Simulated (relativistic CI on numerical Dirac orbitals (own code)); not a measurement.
**Ir5+: 5p photoemission**

Computed with this model: Dirac-Coulomb-Breit CI, KLI orbitals optimised for each configuration, model QED, valence Slater integrals scaled by 0.8, multiplet model of photoemission in the sudden approximation; configurations [Xe] 4f14 5d4 → [Kr] 4d10 4f14 5s2 5p5 5d4; 80 K; Lorentzian 1.5 eV and Gaussian 0.6 eV FWHM. Energies are those of the free ion, without screening or charge transfer. The energies are binding energies and can lie tens of eV above those of solids. S is read from ⟨S²⟩ = S(S + 1).

Field parameters in Wybourne normalisation: D4h B²₀ = −7Ds, B⁴₀ = 21(Dq − Dt), B⁴₄ = 21√(5/14) Dq. The field is a parameter set, without covalency.

free ion: ground-state S = 1.65, centroid 127.09 eV. Peaks (eV, height): 119.4 (100), 125.8 (14), 127.8 (10), 131.6 (6), 142.8 (40).

D4h, 10Dq = 33500, Ds = -1500, Dt = 450 cm⁻¹: ground-state S = 1.07, centroid 127.26 eV. Peaks (eV, height): 119.8 (100), 127.6 (10), 139.2 (31), 141.8 (13), 143.4 (12).

Strongest unbroadened transitions for D4h, 10Dq = 33500, Ds = -1500, Dt = 450 cm⁻¹:

```tsv
Energy (eV)	Relative strength
119.82	100.0
119.83	98.9
120.65	8.8
120.88	6.2
120.96	8.8
120.99	3.4
121.06	3.9
122.02	3.6
122.82	4.0
123.32	3.5
137.57	5.0
138.82	7.5
139.06	4.2
139.22	43.6
141.98	4.1
142.11	3.2
143.38	7.3
143.76	5.4
```
